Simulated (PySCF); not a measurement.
F4Se, singlet, at a GFN2-xTB geometry; PySCF with DF-PBE0/6-31G*.

Input for PySCF:
```python
from pyscf import gto, scf, dft

mol = gto.Mole()
mol.atom = '''
    Se   -0.002032    0.002541    0.359443
    F     0.968178    1.319046   -0.343353
    F     1.323339   -0.968597   -0.325172
    F    -0.964339   -1.323846   -0.335595
    F    -1.319500    0.963797   -0.353776
'''
mol.basis = '6-31g*'
mol.charge = 0
mol.spin = 0
mol.verbose = 4
mol.build()

mf = dft.RKS(mol)
mf.xc = 'pbe0'
mf = mf.density_fit(auxbasis='def2-universal-jkfit')
mf.kernel()
```

Q: What does PySCF print? Leave out banner, timings and long lists.

A: 
```
PySCF version 2.14.0

[INPUT] verbose = 4
[INPUT] num. atoms = 5
[INPUT] num. electrons = 70
[INPUT] charge = 0
[INPUT] spin (= nelec alpha-beta = 2S) = 0
[INPUT] symmetry False subgroup None
[INPUT] Mole.unit = angstrom
[INPUT] Symbol           X                Y                Z      unit          X                Y                Z       unit  Magmom
[INPUT]  1 Se    -0.002032000000   0.002541000000   0.359443000000 AA   -0.003839923485   0.004801794083   0.679248827392 Bohr   0.0
[INPUT]  2 F      0.968178000000   1.319046000000  -0.343353000000 AA    1.829591259829   2.492635685703  -0.648843134048 Bohr   0.0
[INPUT]  3 F      1.323339000000  -0.968597000000  -0.325172000000 AA    2.500748279956  -1.830383055075  -0.614486023377 Bohr   0.0
[INPUT]  4 F     -0.964339000000  -1.323846000000  -0.335595000000 AA   -1.822336601237  -2.501706371101  -0.634182638773 Bohr   0.0
[INPUT]  5 F     -1.319500000000   0.963797000000  -0.353776000000 AA   -2.493493621364   1.821312369677  -0.668539749444 Bohr   0.0

nuclear repulsion = 464.124379546789
number of shells = 36
number of NR pGTOs = 203
number of NR cGTOs = 88
basis = 6-31g*
ecp = {}

******** <class 'pyscf.df.df_jk.DFRKS'> ********
method = DFRKS
initial guess = minao
damping factor = 0
level_shift factor = 0
DIIS = <class 'pyscf.scf.diis.CDIIS'>
diis_start_cycle = 1
diis_space = 8
diis_damp = 0
SCF conv_tol = 1e-09
SCF conv_tol_grad = None
SCF max_cycles = 50
direct_scf = False
XC library pyscf.dft.libxc version 7.1.2
    S. Lehtola, C. Steigemann, M. J. T. Oliveira, and M. A. L. Marques,  SoftwareX 7, 1–5 (2018)
XC functionals = pbe0
    C. Adamo and V. Barone,  J. Chem. Phys. 110, 6158 (1999)
    M. Ernzerhof and G. E. Scuseria,  J. Chem. Phys. 110, 5029 (1999)
radial grids:
    Treutler-Ahlrichs [JCP 102, 346 (1995); DOI:10.1063/1.469408] (M4) radial grids

becke partition: Becke, JCP 88, 2547 (1988); DOI:10.1063/1.454033
pruning grids: <function nwchem_prune>
grids dens level: 3
symmetrized grids: False
atomic radii adjust function: <function treutler_atomic_radii_adjust>
small_rho_cutoff = 0
Set gradient conv threshold to 3.16228e-05
Initial guess from minao.
tot grids = 77472
******** <class 'pyscf.df.df.DF'> ********
auxbasis = def2-universal-jkfit
init E= -2799.4227621174
  HOMO = -0.391477466031064  LUMO = -0.100690622421363  gap/eV = 7.91271
cycle= 1 E= -2799.60632621428  delta_E= -0.184  |g|= 1.22  |ddm|= 2.59
  HOMO = -0.270881796128518  LUMO = -0.0904328965802775  gap/eV = 4.91026
cycle= 2 E= -2798.98060464807  delta_E= 0.626  |g|= 2.29  |ddm|= 2.69
  HOMO = -0.389883024641094  LUMO = -0.0870864612093358  gap/eV = 8.23951
cycle= 3 E= -2799.8875539898  delta_E= -0.907  |g|= 0.0327  |ddm|= 1.76
  HOMO = -0.392328074588648  LUMO = -0.0794465655088432  gap/eV = 8.51394
cycle= 4 E= -2799.88778581203  delta_E= -0.000232  |g|= 0.0128  |ddm|= 0.0559
  HOMO = -0.391159338127548  LUMO = -0.0794622616232283  gap/eV = 8.48171
cycle= 5 E= -2799.88782374212  delta_E= -3.79e-05  |g|= 0.0015  |ddm|= 0.0127
  HOMO = -0.391079149716822  LUMO = -0.0792866296019703  gap/eV = 8.48431
cycle= 6 E= -2799.88782451072  delta_E= -7.69e-07  |g|= 0.000656  |ddm|= 0.00296
  HOMO = -0.391106167935692  LUMO = -0.0792930558561231  gap/eV = 8.48487
cycle= 7 E= -2799.88782460276  delta_E= -9.2e-08  |g|= 9.13e-05  |ddm|= 0.000823
  HOMO = -0.391119097597712  LUMO = -0.0793130027421531  gap/eV = 8.48468
cycle= 8 E= -2799.88782460478  delta_E= -2.02e-09  |g|= 2.44e-05  |ddm|= 0.000154
  HOMO = -0.391114474702649  LUMO = -0.0793072860727291  gap/eV = 8.48471
cycle= 9 E= -2799.88782460491  delta_E= -1.26e-10  |g|= 5.51e-06  |ddm|= 3.43e-05
  HOMO = -0.391114880445134  LUMO = -0.0793079180063065  gap/eV = 8.48470
Extra cycle  E= -2799.88782460491  delta_E= -8.19e-12  |g|= 8.07e-06  |ddm|= 8.91e-06
converged SCF energy = -2799.88782460491
```
